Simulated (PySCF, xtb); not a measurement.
B(F)(GeH3)(H) (BFGeH4), SMILES [BH](F)[GeH3].

GFN2-xTB (xtb 6.7.1) at its own geometry gives an orbital gap of 3.48 eV and a dipole moment of 1.08 D.

Coordinates come from a PBE0-D3(BJ)/def2-TZVP optimisation.

Question: What does ωB97X/def2-TZVPD in PySCF give? (An estimate is asked for; the answer gives what the named calculation found.)

Answer: gap 11.04 eV (levels -10.48 and 0.56 eV), dipole 0.55 D.
